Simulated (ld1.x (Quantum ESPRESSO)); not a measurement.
## Reading a pseudo-wave (Rb (Z = 37))

Columns: radius, all-electron u(r) and pseudo u(r) of the 4d shell (level -3.66 eV) of rubidium in the configuration [Ar] 3d10 4s2 4p6 4d0 5s0 5p0; PBEsol, scalar-relativistic, TM scheme, ld1.x (Quantum ESPRESSO) 7.5.

```json
{"r (bohr)": "0.192", "all-electron": "0.1256", "pseudo": "-0.0017"}
{"r (bohr)": "0.385", "all-electron": "0.1705", "pseudo": "-0.0132"}
{"r (bohr)": "0.578", "all-electron": "0.0784", "pseudo": "-0.0419"}
{"r (bohr)": "0.770", "all-electron": "-0.0487", "pseudo": "-0.0906"}
{"r (bohr)": "0.962", "all-electron": "-0.1682", "pseudo": "-0.1573"}
{"r (bohr)": "1.155", "all-electron": "-0.2682", "pseudo": "-0.2360"}
{"r (bohr)": "1.348", "all-electron": "-0.3465", "pseudo": "-0.3169"}
{"r (bohr)": "1.540", "all-electron": "-0.4050", "pseudo": "-0.3903"}
{"r (bohr)": "1.732", "all-electron": "-0.4474", "pseudo": "-0.4496"}
{"r (bohr)": "1.925", "all-electron": "-0.4769", "pseudo": "-0.4917"}
{"r (bohr)": "2.118", "all-electron": "-0.4960", "pseudo": "-0.5165"}
{"r (bohr)": "2.310", "all-electron": "-0.5068", "pseudo": "-0.5269"}
{"r (bohr)": "2.502", "all-electron": "-0.5112", "pseudo": "-0.5271"}
{"r (bohr)": "2.695", "all-electron": "-0.5105", "pseudo": "-0.5209"}
{"r (bohr)": "2.888", "all-electron": "-0.5059", "pseudo": "-0.5115"}
{"r (bohr)": "3.080", "all-electron": "-0.4985", "pseudo": "-0.5008"}
{"r (bohr)": "3.272", "all-electron": "-0.4888", "pseudo": "-0.4895"}
{"r (bohr)": "3.465", "all-electron": "-0.4774", "pseudo": "-0.4775"}
{"r (bohr)": "3.658", "all-electron": "-0.4645", "pseudo": "-0.4645"}
{"r (bohr)": "3.850", "all-electron": "-0.4505", "pseudo": "-0.4505"}
{"r (bohr)": "4.043", "all-electron": "-0.4353", "pseudo": "-0.4353"}
{"r (bohr)": "4.235", "all-electron": "-0.4194", "pseudo": "-0.4194"}
{"r (bohr)": "4.428", "all-electron": "-0.4027", "pseudo": "-0.4027"}
{"r (bohr)": "4.620", "all-electron": "-0.3857", "pseudo": "-0.3857"}
{"r (bohr)": "4.812", "all-electron": "-0.3684", "pseudo": "-0.3684"}
{"r (bohr)": "5.005", "all-electron": "-0.3509", "pseudo": "-0.3509"}
```

How many radial nodes do the two functions have?

The all-electron 4d function has n − l − 1 = 1; the pseudo-wave has 0, since the states of the same l below it are removed with the core.

At about which radius was the pseudo-wave matched?

3.85 bohr. The columns agree to 0.0005 from 3.46 bohr on; several derivatives are matched, so the curves merge somewhat inside the radius.

Is the pseudo-wave norm-conserving?

Yes: the TM scheme keeps the norm inside the radius equal to the all-electron one, which fixes the energy derivative of the logarithmic derivative at the level.
